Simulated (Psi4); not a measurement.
Noncovalent pair: CH3NO (SMILES NC=O) (first 6 atoms) with H2Se (SMILES [SeH2]); geometry from B3LYP-D3(BJ)/def2-TZVP, rigid monomers moved along the line of their centres of mass till H4···Se7 is 2.52 Å.
(charge 0, multiplicity 1):
```xyz
9

N     -1.09439    -0.41701     0.19489
C      0.17477    -0.31409    -0.25772
O      1.15685    -0.19003     0.44470
H     -1.26774    -0.38534     1.19083
H     -1.86450    -0.51026    -0.44308
H      0.24063    -0.35618    -1.36009
Se     0.12062    -0.02176     3.26803
H     -0.30452    -0.72929     4.48891
H      0.90533    -1.16941     2.80160
```

Level of theory: SAPT0/aug-cc-pVDZ (Psi4 1.11).

**Question.** Give the four SAPT terms and the total, and say what mostly holds the pair together.

**Answer.** electrostatics -46.7, exchange 66.7, induction -15.2, dispersion -21.7, total -16.7 kJ/mol; the largest attraction is electrostatics.
